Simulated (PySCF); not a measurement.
Sn(F)(Cl)(OH)2 (ClFH2O2Sn), SMILES [OH][Sn]([OH])([F])[Cl].

Coordinates come from a PBE0-D3(BJ)/def2-SVP optimisation. The structure was generated by enumeration; whether it is a known compound was not checked. The def2 effective core potentials stand for the cores of Sn; spin–orbit coupling is left out. The values are those of a single conformer.

These are ωB97X/def2-TZVP run with PySCF values and carry that method's errors.

Isolated molecule, no solvent.

Problem. Estimate the frontier levels, gap, dipole moment and polarisability. (Estimate from the structure and the level; the computed values follow.)

Solution. 
```json
{
  "highest_occupied_level": "-12.21 eV",
  "lowest_empty_level": "-0.59 eV",
  "orbital_gap": "11.62 eV",
  "dipole_moment": "0.402 e·Å",
  "quadrupole, principal values (traceless, Buckingham form, about the centre of nuclear charge)": "-8.35, 1.57, 6.79 D·Å",
  "mean_static_polarisability": "52.1 bohr³ (7.73 Å³)",
  "polarisability_principal_values": "44.8, 50.0, 61.6 bohr³"
}
```
